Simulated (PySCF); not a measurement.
Two species compared at the same levels of theory.

First species: C6H12O2S.
Cartesian coordinates in Å at the GFN2-xTB level; atoms count from 1:
```
atom  x, y, z in Å
C1     3.7397   -0.6715    0.4352
C2     2.4849   -0.5611    0.0426
C3     1.8114    0.7437   -0.2543
C4     0.5001    0.8806    0.5063
S5    -0.7662   -0.1863   -0.2756
O6    -0.7923    0.1066   -1.6832
O7    -0.5537   -1.5550    0.1109
C8    -2.3431    0.3739    0.4628
C9    -3.4419   -0.5221   -0.0654
H10    4.3741    0.1913    0.5643
H11    4.1920   -1.6270    0.6361
H12    1.8594   -1.4331   -0.0827
H13    2.4786    1.5747   -0.0107
H14    1.5728    0.7918   -1.3216
H15    0.1058    1.8915    0.4433
H16    0.5866    0.5648    1.5419
H17   -2.2260    0.2904    1.5397
H18   -2.4770    1.4104    0.1669
H19   -3.2057   -1.5567    0.1723
H20   -3.5033   -0.4241   -1.1466
H21   -4.4049   -0.2661    0.3720
```

Second species: C5H11ClO2S.
SMILES: `CCC[C@H](C)S(=O)(=O)Cl`

Levels: PBE0/pcSseg-1 for dipole moment, HOMO energy, LUMO energy and HOMO–LUMO gap; GFN2-xTB for rotational constant A and rotational constant C. Geometries: GFN2-xTB. All species are isolated and taken at one optimised geometry, non-relativistic unless stated; the electronic structure was computed with PySCF and density fitting.

Dipoles, sizes and rotational constants follow the conformer. The torsions of the flexible species, by atom-mapped SMILES:
- `[CH2:1]=[CH:2][CH2:3][CH2:4][S:5](=[O:6])(=[O:7])[CH2:8][CH3:9]`: C1–C2–C3–C4 -128°, C2–C3–C4–S5 -75°, C3–C4–S5–O6 -52°, C4–S5–C8–C9 -176°
- `[CH3:1][CH2:2][CH2:3][C@H:4]([CH3:5])[S:6](=[O:7])(=[O:8])[Cl:9]`: C1–C2–C3–C4 180°, C2–C3–C4–C5 -73°, C3–C4–S6–O7 177°

Values for the first species:

```
Dipole moment         : 4.33 D
HOMO energy           : -7.58 eV
LUMO energy           : 0.33 eV
HOMO–LUMO gap         : 7.91 eV
Rotational constant A : 3.511 GHz
Rotational constant C : 0.708 GHz
```

Question: Estimate the same properties for the second species, and the change in each.

Answer: 
```csv
property,first,second,second less first
dipole moment,4.33 D,4.80 D,+0.47 D
HOMO energy,-7.58 eV,-8.91 eV,-1.33 eV
LUMO energy,0.33 eV,-1.26 eV,-1.59 eV
HOMO–LUMO gap,7.91 eV,7.65 eV,-0.26 eV
rotational constant A,3.511 GHz,1.861 GHz,-1.650 GHz
rotational constant C,0.708 GHz,0.677 GHz,-0.031 GHz
```

On the first: The dipole equals about 14.4 × 10⁻³⁰ C·m (1 D = 3.33564 × 10⁻³⁰ C·m). A dipole of 4.33 D is allowed in C1, and pure rotational transitions are dipole-allowed.

On the second: A dipole of 4.80 D is allowed in C1, and pure rotational transitions are dipole-allowed. In atomic units the dipole is 1.89 e·bohr (1 au = 2.5417 D).
